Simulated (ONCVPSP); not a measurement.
**Varying the ONCV potential for B**

Base potential:

ONCVPSP 4.0.1 input, shortened (lines: element, Z, core and valence counts, functional; n l f; lmax; l rc ep ncon nbas qcut; lloc lpopt rc5 dvloc0; l nproj debl; icmod fcfact rcfact), PBE, scalar-relativistic:

```
  B 5.00    1    2        4      upf
    1    0    2.00
    2    0    2.00
    2    1    1.00
    2
    0    1.50    0.00    4    7    4.10
    1    3.35    0.00    3    8    4.70
    2    2.75    0.15    5    8    4.10
    0    5    1.50    0.00
    0    0    1.00
    1    3    3.40
    2    2    0.50
    1    0.75    0.00
```

All-electron outer shells of the reference configuration (PBE, scalar-relativistic, ld1.x):

| shell | level (eV) | outermost node (bohr) | outermost maximum (bohr) |
| --- | --- | --- | --- |
| 1s | -180.59 | – | 0.21 |
| 2s | -9.44 | 0.46 | 1.52 |
| 2p | -3.61 | – | 1.57 |

Cutoffs, loose and tight: the cutoffs (Ha) at which the residual kinetic energy of the hardest occupied pseudo-wave falls to 1 and 0.1 mHa per electron. They do not see the model core or the augmentation charge, which bear on the density cutoff. Test errors are all-electron minus pseudo excitation energies from the reference, over the configurations 2s2 2p0; 2s1 2p0; 2s2 2p0.5; 2s0 2p3. A dash means not determined; rows that change the core or the reference have their own tests.

| change | outcome | cutoff, loose | cutoff, tight | bound ghosts | GHOST(+) flags above zero | largest test error (meV) |
| --- | --- | --- | --- | --- | --- | --- |
| base | generated | 16 Ha | 47 Ha | none | p | +351 |
| functional LDA (Perdew-Zunger) | generated | 15 Ha | 47 Ha | none | p | +354 |
| core correction polynomial model core, fcfact 0.46 | generated | 16 Ha | 47 Ha | none | p | +356 |
| p: rc 3.14 | generated | 16 Ha | 47 Ha | none | none | +307 |
| non-relativistic | generated | 16 Ha | 47 Ha | none | p | +351 |
| s: nproj 1; local potential polynomial inside 1.20 bohr (lpopt 5, dvloc0 2 Ha) | generated | 16 Ha | 47 Ha | none | p | +351 |

(1) What comes out with this change to the base: reference 2s1.5; wave 2p: rc 3.35 bohr, ncon 3, nbas 8, qcut 4.7 1/bohr, 3 projectors, debl 3.4 Ha becomes p scattering state at 0.27 Ha: rc 3.35 bohr, ncon 3, nbas 8, qcut 4.7 1/bohr, 3 projectors, debl 3.4 Ha?

## Answers

(1) outcome: generated, projector energies reset by the program; cutoff, loose: 20 Ha; cutoff, tight: 49 Ha; bound ghosts: none; GHOST(+) flags above zero: none; largest test error (meV): +740.
